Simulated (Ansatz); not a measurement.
Ansatz (an electronic-structure program) input (B3LYP-D3(BJ)/def2-TZVP):

Ansatz 0.2 input:
```yaml
crystal:
  periodic: [false, false, false]
  atoms:
    - {symbol: K, position_ang: [-0.53107675, -0.45079494, -0.75392407]}
    - {symbol: F, position_ang: [0.51148418, 0.46615480, 0.75819754]}
basis:
  gaussian:
    orbitals: def2-TZVP
hamiltonian:
  xc: b3lyp
  dispersion: d3bj
total_charge: -1
magnetization: {spin_polarized: true, initial_magnetization: 1}
relax: {f_tol: 0.002, max_steps: 150}
```

End of the output:

```
the calculation of the forces begins
reference -19044.84884286 eV, -699.8852859130 hartree; 15, 14 occupied and 49, 50 virtual orbitals, 481 factors
relax step   3: F+E_penalty+E_count = -19044.86720868 eV  Δ(F+E_penalty+E_count) = -3.016e-2 eV  max|allowed force component| = 5.683e-2 eV/Å  Δτ_max = 0.0415 Å  (29 SCF iters, accepted)
these checks for a lower state are left out or cut short: starts, cluster_reference, orbital_swaps, neighbouring_geometries, increment
integrals: 0.01 GiB planned
481 factors; their error is unknown
mean field: 0.19 GiB planned
mean field -19044.84920614 eV, -699.8852992634 hartree, gradient 6.8e-5 eV, S^2 0.750039; 0 other end points of the search recorded, 0 dependent functions left out
the calculation of the forces begins
reference -19044.84935294 eV, -699.8853046581 hartree; 15, 14 occupied and 49, 50 virtual orbitals, 481 factors
relax step   4: F+E_penalty+E_count = -19044.86770304 eV  Δ(F+E_penalty+E_count) = -4.944e-4 eV  max|allowed force component| = 4.383e-3 eV/Å  Δτ_max = 0.0070 Å  (27 SCF iters, accepted)
these checks for a lower state are left out or cut short: starts, cluster_reference, orbital_swaps, neighbouring_geometries, increment
integrals: 0.01 GiB planned
481 factors; their error is unknown
mean field: 0.19 GiB planned
mean field -19044.84920808 eV, -699.8852993345 hartree, gradient 1.7e-5 eV, S^2 0.750039; 0 other end points of the search recorded, 0 dependent functions left out
the calculation of the forces begins
reference -19044.84935485 eV, -699.8853047281 hartree; 15, 14 occupied and 49, 50 virtual orbitals, 481 factors
relax step   5: F+E_penalty+E_count = -19044.86770613 eV  Δ(F+E_penalty+E_count) = -3.082e-6 eV  max|allowed force component| = 1.241e-5 eV/Å  Δτ_max = 0.0005 Å  (20 SCF iters, accepted)
integrals: 0.01 GiB planned
481 factors; their error is unknown
mean field: 0.19 GiB planned
mean field evaluation 64: about -18890.9339 eV, gradient 2.3e2 eV
mean field -19044.84920808 eV, -699.8852993345 hartree, gradient 1.7e-5 eV, S^2 0.750039; 1 other end points of the search recorded, 0 dependent functions left out
the calculation of the forces begins
reference -19044.84935485 eV, -699.8853047281 hartree; 15, 14 occupied and 49, 50 virtual orbitals, 481 factors
Total energy: -19044.86785289 eV, -699.8859845188 hartree
Atom 0 at    -0.592544    -0.504856    -0.843075 Å, force    -0.000009    -0.000008    -0.000012 eV/Å
Atom 1 at     0.572951     0.520216     0.847349 Å, force     0.000009     0.000008     0.000012 eV/Å
Dipole moment:    -0.060711    -0.053397    -0.088055 e Å
```
